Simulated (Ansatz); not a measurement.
BiH2(OEt) (C₂H₇BiO), relaxed as a singlet with RKS PBE0-D4/def2-SVP in Ansatz, starting from the GFN2-xTB geometry. Force threshold 0.02 eV/Å.

In the def2 sets Bi takes a core potential; there is no spin–orbit coupling.

Start:

```xyz
11

Bi   -2.264   -1.017   -0.785
H    -3.401   -0.272    0.349
H    -2.774    0.188   -1.975
O    -0.658    0.229   -0.090
C     0.580   -0.396    0.060
C     1.588    0.639    0.549
H     0.524   -1.225    0.789
H     0.931   -0.823   -0.897
H     2.565    0.180    0.673
H     1.654    1.449   -0.171
H     1.255    1.048    1.498
```

```json
{"step": "1", "energy (eV)": "-10066.8438", "largest force component (eV/Å)": "0.642", "SCF passes": "24"}
{"step": "2", "energy (eV)": "-10066.8547", "largest force component (eV/Å)": "0.385", "SCF passes": "30"}
{"step": "3", "energy (eV)": "-10066.8861", "largest force component (eV/Å)": "0.153", "SCF passes": "31"}
{"step": "4", "energy (eV)": "-10066.8870", "largest force component (eV/Å)": "0.039", "SCF passes": "24"}
{"step": "5", "energy (eV)": "-10066.8871", "largest force component (eV/Å)": "0.022", "SCF passes": "24"}
{"step": "6", "energy (eV)": "-10066.8872", "largest force component (eV/Å)": "0.006", "SCF passes": "30"}
{"step": "7 (rejected)", "energy (eV)": "-10066.8827", "largest force component (eV/Å)": "0.315", "SCF passes": "27"}
{"step": "8", "energy (eV)": "-10066.8879", "largest force component (eV/Å)": "0.060", "SCF passes": "30"}
{"step": "9 (rejected)", "energy (eV)": "-10066.8877", "largest force component (eV/Å)": "0.186", "SCF passes": "30"}
{"step": "10", "energy (eV)": "-10066.8887", "largest force component (eV/Å)": "0.036", "SCF passes": "31"}
{"step": "11 (rejected)", "energy (eV)": "-10066.8885", "largest force component (eV/Å)": "0.100", "SCF passes": "30"}
{"step": "13", "energy (eV)": "-10066.8898", "largest force component (eV/Å)": "0.037", "SCF passes": "30"}
{"step": "15", "energy (eV)": "-10066.8918", "largest force component (eV/Å)": "0.071", "SCF passes": "30"}
{"step": "17", "energy (eV)": "-10066.8945", "largest force component (eV/Å)": "0.116", "SCF passes": "30"}
{"step": "19", "energy (eV)": "-10066.8971", "largest force component (eV/Å)": "0.108", "SCF passes": "30"}
{"step": "21", "energy (eV)": "-10066.9023", "largest force component (eV/Å)": "0.118", "SCF passes": "30"}
{"step": "23", "energy (eV)": "-10066.9069", "largest force component (eV/Å)": "0.079", "SCF passes": "30"}
{"step": "25 (rejected)", "energy (eV)": "-10066.9078", "largest force component (eV/Å)": "0.132", "SCF passes": "31"}
{"step": "27", "energy (eV)": "-10066.9125", "largest force component (eV/Å)": "0.031", "SCF passes": "30"}
{"step": "29", "energy (eV)": "-10066.9135", "largest force component (eV/Å)": "0.052", "SCF passes": "31"}
{"step": "31 (rejected)", "energy (eV)": "-10066.9140", "largest force component (eV/Å)": "0.066", "SCF passes": "30"}
{"step": "33", "energy (eV)": "-10066.9144", "largest force component (eV/Å)": "0.036", "SCF passes": "31"}
{"step": "35", "energy (eV)": "-10066.9145", "largest force component (eV/Å)": "0.015", "SCF passes": "20"}
```

Force components are those of the run's own axes.

End:

```xyz
11

Bi   -2.451   -0.960   -0.163
H    -3.473    0.518   -0.246
H    -2.120   -0.834   -1.941
O    -0.758    0.166    0.410
C     0.490   -0.296   -0.017
C     1.563    0.587    0.583
H     0.678   -1.351    0.286
H     0.575   -0.278   -1.127
H     2.567    0.261    0.269
H     1.417    1.630    0.265
H     1.510    0.557    1.682
```

By distances, no bond broke or formed. The bond that changes most is Bi1–H3, from 1.77 to 1.81 Å (atoms count from 1).

The force fell under the threshold at step 6, but the optimiser went on and released 0.027 eV more. No frequencies were taken in this run, so the end may be a saddle point.

Run time 59 s (4 threads of Arm Neoverse V2 on a shared host).
